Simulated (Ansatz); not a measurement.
## Worked example: C2H3I + SiH(SiH2)F2 → C2H2I + SiH(SiH3)F2

Species: C2H3I (vinyl iodide) `C=CI`, singlet; SiH(SiH2)F2, doublet; C2H2I `[H]/[C]=C\I`, doublet; SiH(SiH3)F2, singlet. A radical takes H: the energy is the difference in strength between the C–H bond broken and the Si–H bond made.

Shapes, held fixed at every level: PBE0-D4/def2-TZVP. Flexible molecules stand in one conformer, not always the lowest. Programs: Ansatz 0.2.0. The zero-point and thermal change to 298 K, harmonic and unscaled (PBE0-D4/def2-TZVP), is -11.5 kJ/mol.

At B2PLYP/def2-TZVPP; 1 Eh = 2625.50 kJ/mol:

| species | energy (Eh) |
| --- | --- |
| C2H3I | -375.484186 |
| SiH(SiH2)F2 | -780.318068 |
| C2H2I | -374.805192 |
| SiH(SiH3)F2 | -780.962995 |

**Question.** Work out ΔH(298 K) of the reaction at this level.

**Answer.** 
1. Products less reactants: (-374.805192) + (-780.962995) − [(-375.484186) + (-780.318068)] = 0.034067 Eh = +89.4 kJ/mol.
2. With the thermal change: +89.4 + (-11.5) = +77.9 kJ/mol.

Other levels give +52.3 (HF/def2-TZVPP) to +80.8 kJ/mol (PBE-D4/def2-TZVPP). No measured value is set beside it here. Spin contamination: C2H2I (⟨S²⟩ up to 0.98). Open shells run unrestricted. For atoms past krypton def2 sets carry core potentials with scalar relativity. Outer-core shells of I are correlated, in sets that cover them unevenly.
